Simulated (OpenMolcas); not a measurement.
# Tb4+: effect of the metal basis and ligand basis

Tb4+ with 6 ligands (bromide) in octahedral coordination (Oh) at 2.67 Å. A charge of +0.333 e stands 2.4 Å behind each ligand.

```
Program             : OpenMolcas 26.06
Method              : CASSCF
Spin-orbit coupling : RASSI with atomic mean-field integrals over the reference wave functions
```

Fixed: active space 7 electrons in 7 orbitals (4f), DKH2 Hamiltonian.

States (labels of O, the rotations of Oh). Energies in cm-1 above the lowest state or level, χT in cm3 K/mol.

| Run | Metal basis | Ligand basis | Ground state | χT at 300 K | Cost |
| --- | --- | --- | --- | --- | --- |
| A | ANO-RCC-VDZP | ANO-RCC-VDZP | 8A1 | 7.840 | roughly 2.7 core-minutes |
| B | ANO-RCC-VTZP | ANO-RCC-VTZP | 8A1 | 7.842 | roughly 10 core-minutes |

Costs are those of the RASSCF and RASSI steps.

No quartet enters the spin-orbit mixing, so the splitting and order within the octet and the sextets are unsound, and g values and χT are rough. No measured value stands beside these numbers; the geometry is a model, was not optimised and need not be the one that this ion takes.
